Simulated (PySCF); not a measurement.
**Partial charges of `COC([SiH3])([SiH3])O[S@@](C)=O`**

Compound: C₃H₁₂O₃SSi₂.
Z-matrix (Å and degrees, GFN2-xTB geometry), rows numbered from 1:
```
C 
O   1  1.4089
C   2  1.4037  1  117.02
Si  3  1.9175  2  117.05  1    47.95
Si  3  1.9363  2  101.45  1   173.60
O   3  1.4343  2  110.12  1   -63.60
S   6  1.6551  3  117.90  2   -76.68
C   7  1.8461  6   94.77  3  -128.80
O   7  1.4615  6  105.97  3   -21.85
H   1  1.0890  2  106.29  3   170.26
H   1  1.0959  2  111.12  3   -70.60
H   1  1.0943  2  111.23  3    51.07
H   4  1.4612  3  109.53  2    51.30
H   4  1.4662  3  109.89  2   -70.35
H   4  1.4611  3  106.21  2   172.89
H   5  1.4818  3   99.45  2   -86.33
H   5  1.4505  3  113.25  2    25.23
H   5  1.4622  3  110.50  2   164.72
H   8  1.0835  7  108.46  6    64.94
H   8  1.0835  7  108.31  6   -55.29
H   8  1.0845  7  108.39  6  -175.15
```

Density: PBE0/pcSseg-1 (PySCF); schemes: Mulliken, IAO, Hirshfeld and ESP-fitted. One conformer (not necessarily the lowest) at the GFN2-xTB geometry, without solvent, vibrations or thermal averaging.

Question: Atoms with like bonding are taken together and averaged. Do the Mulliken, IAO, Hirshfeld and ESP-fitted schemes agree on where the charge is highest?

Answer: All schemes agree: Mulliken S7 (+0.863); IAO S7 (+1.293); Hirshfeld S7 (+0.419); ESP-fitted S7 (+0.403).

Question: At which atom do the 4 schemes differ most?

Answer: At S7: from +0.403 (ESP-fitted) to +1.293 e (IAO), 0.890 e apart.

Question: For which atoms does the sign change between the 4 schemes (beyond +0.03 e in one, beyond −0.03 e in another)?

Answer: C3.

Question: Give the atomic charges in each scheme.

Answer: In e; atoms taken as equivalent share a row and are averaged (×n: the atom named and its like, n in all):

```json
{"atom": "C1", "environment": "methoxy carbon", "Mulliken": "-0.040", "IAO": "-0.209", "Hirshfeld": "-0.045", "ESP-fitted": "-0.156"}
{"atom": "O2", "environment": "ether oxygen", "Mulliken": "-0.490", "IAO": "-0.378", "Hirshfeld": "-0.136", "ESP-fitted": "-0.244"}
{"atom": "C3", "environment": "sp3 carbon bearing two oxygens", "Mulliken": "-0.214", "IAO": "-0.129", "Hirshfeld": "-0.024", "ESP-fitted": "+0.045"}
{"atom": "Si4", "environment": "SiH3 silicon", "Mulliken": "+0.510", "IAO": "+0.583", "Hirshfeld": "+0.289", "ESP-fitted": "+0.305"}
{"atom": "Si5", "environment": "SiH3 silicon", "Mulliken": "+0.622", "IAO": "+0.616", "Hirshfeld": "+0.245", "ESP-fitted": "+0.373"}
{"atom": "O6", "environment": "oxygen bonded to C and S", "Mulliken": "-0.587", "IAO": "-0.585", "Hirshfeld": "-0.155", "ESP-fitted": "-0.219"}
{"atom": "S7", "environment": "sulfinyl sulfur", "Mulliken": "+0.863", "IAO": "+1.293", "Hirshfeld": "+0.419", "ESP-fitted": "+0.403"}
{"atom": "C8", "environment": "S-methyl carbon", "Mulliken": "-0.398", "IAO": "-0.576", "Hirshfeld": "-0.133", "ESP-fitted": "-0.511"}
{"atom": "O9", "environment": "sulfinyl oxygen", "Mulliken": "-0.608", "IAO": "-0.829", "Hirshfeld": "-0.264", "ESP-fitted": "-0.349"}
{"atom": "H10/H11/H12", "environment": "methyl hydrogen", "Mulliken": "+0.116", "IAO": "+0.141", "Hirshfeld": "+0.042", "ESP-fitted": "+0.102"}
{"atom": "H13/H14/H15", "environment": "Si–H hydrogen", "Mulliken": "-0.066", "IAO": "-0.110", "Hirshfeld": "-0.073", "ESP-fitted": "-0.071"}
{"atom": "H16/H17/H18", "environment": "Si–H hydrogen", "Mulliken": "-0.094", "IAO": "-0.132", "Hirshfeld": "-0.091", "ESP-fitted": "-0.106"}
{"atom": "H19/H20/H21", "environment": "methyl hydrogen", "Mulliken": "+0.157", "IAO": "+0.172", "Hirshfeld": "+0.056", "ESP-fitted": "+0.192"}
```

Mean size of the charges over all atoms: IAO 0.327 e, Mulliken 0.268 e, ESP-fitted 0.191 e, Hirshfeld 0.119 e. Each set sums to the total charge, 0, to within 0.001 e. The Hirshfeld scheme divides the density at each point in proportion to the densities of the neutral, spherically averaged free atoms.

Some averages cover members that differ in this geometry: H16/H17/H18, ESP-fitted -0.169 to -0.070; H16/H17/H18, IAO -0.170 to -0.097; H16/H17/H18, Mulliken -0.132 to -0.065; H10/H11/H12, ESP-fitted +0.086 to +0.125 e.

Question: How closely do the schemes follow one another over all atoms?

Answer: Correlation coefficient and root-mean-square difference: Mulliken with IAO 0.97, 0.126 e; IAO with Hirshfeld 0.97, 0.298 e; Mulliken with Hirshfeld 0.96, 0.215 e; IAO with ESP-fitted 0.91, 0.255 e; Mulliken with ESP-fitted 0.91, 0.180 e; Hirshfeld with ESP-fitted 0.90, 0.114 e.

Question: How many electrons does the Mulliken scheme count on Si5?

Answer: Z − q = 14 − (+0.622) = 13.378.

Question: Sum the charges by element, for elements with more than one atom.

Answer: 
| element | atoms | Mulliken | IAO | Hirshfeld | ESP-fitted |
| --- | --- | --- | --- | --- | --- |
| C | 3 | -0.651 | -0.913 | -0.201 | -0.622 |
| O | 3 | -1.685 | -1.792 | -0.554 | -0.812 |
| Si | 2 | +1.132 | +1.199 | +0.534 | +0.679 |
| H | 12 | +0.340 | +0.213 | -0.197 | +0.352 |

These values come from a run that also computed NMR shieldings. The run took 1.8 min on one thread, Arm Neoverse N1 (aarch64), on a shared host, and the process peaked at 1.1 GiB of memory.
